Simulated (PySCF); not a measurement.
# Vertical excitation energies

Species: C4H8O2Si.
Atom-mapped SMILES: `[O:1]=[C:2]1[O:3][CH2:4][C@H:5]1[CH2:6][SiH3:7]` (hydrogens: H8, H9 on C4; H10 on C5; H11, H12 on C6; H13, H14, H15 on Si7)

Theory: PySCF 2.14.0, density-fitted response routines, TDDFT PBE0/def2-SVPD, vertical, gas phase, core orbitals frozen in the response. The structure is a single GFN2-xTB conformer in the gas phase; no vibrational or solvent corrections. Torsions of this conformer, `[O:1]=[C:2]1[O:3][CH2:4][C@H:5]1[CH2:6][SiH3:7]`: C4–C5–C6–Si7 166°.

| state | E (eV) | λ (nm) | ν̃ (cm⁻¹) | f | \|μ\| (D) | main configurations (H = HOMO, L = LUMO) |
| --- | --- | --- | --- | --- | --- | --- |
| S1 | 5.88 | 211.0 | 47400 | 0.0008 | 0.19 | H→L (83%), H→L+1 (13%) |
| S2 | 7.39 | 167.7 | 59630 | 0.014 | 0.72 | H-1→L (86%), H-2→L (9%) |
| S3 | 7.50 | 165.2 | 60530 | 0.026 | 0.96 | H→L+1 (82%), H→L (13%) |
| S4 | 7.74 | 160.3 | 62390 | 0.036 | 1.11 | H-2→L (60%), H→L+3 (21%) |
| S5 | 8.11 | 152.8 | 65430 | 0.0043 | 0.37 | H→L+2 (38%), H→L+4 (28%), H→L+3 (10%) |
| S6 | 8.13 | 152.4 | 65610 | 0.0044 | 0.38 | H→L+2 (45%), H→L+3 (32%), H-1→L+1 (9%) |

Triplets (Tamm–Dancoff): T1 5.34 eV, H→L (80%), H→L+1 (15%); T2 6.02 eV, H-2→L (61%), H-1→L (14%), H-2→L+1 (12%).

The lowest singlet comes at 211 nm (567 kJ/mol) in the ultraviolet; it is very weak; its leading configuration is HOMO→LUMO (83%). The strongest level in the table is S4 at 7.74 eV (160 nm, f = 0.036). Löwdin shares by element: HOMO oxygen 64%, carbon 23% or more; LUMO carbon 34% or more, oxygen 32% (atoms not listed hold the other 33%). Weighted by f, the mean energy of these states is 7.63 eV. The oscillator strengths of these states sum to 0.086; summed over the whole spectrum of an exact calculation they would give the number of electrons, 62 (Thomas–Reiche–Kuhn). The listed states span 2.26 eV, and the widest gap between neighbours is 1.52 eV (S1 to S2). No computed singlet lies in the visible range (380 to 750 nm); the lowest, at 211 nm, stands 2.61 eV above its violet end (3.26 eV). Only the lowest 6 singlets were computed, as vertical energies without vibronic structure.
